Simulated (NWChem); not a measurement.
A calculation on CH3Mg (+1)

```xyz
5

Mg     0.5474    -0.7717     0.0000
C     -0.6699     0.9443     0.0000
H     -1.2832     0.8907     0.9201
H     -1.2832     0.8907    -0.9201
H      0.0166     1.8128     0.0000
```
Charge +1, spin multiplicity 1.

The numbers come from NWChem runs, not from measurements. Structure: optimised with PBE/def2-SVP, a minimum by its harmonic frequencies.

Symmetry labels belong to the abelian group Cs used in the runs, with the axes of the coordinates shown; states degenerate in a higher group split over its labels.

The spin multiplicity of the parent species was assumed, not shown to be that of its ground state. The structure started from a generated list of species.

Task: List the lowest 3 singlet excitations that TD-PBE/def2-SVPD gives, with oscillator strengths.

Result: 
| state | symmetry | energy (eV) | wavelength (nm) | f |
|---|---|---|---|---|
| 1 | a' | 4.39 | 283 | 0.430 |
| 2 | a" | 5.52 | 225 | 0.006 |
| 3 | a' | 5.52 | 225 | 0.006 |
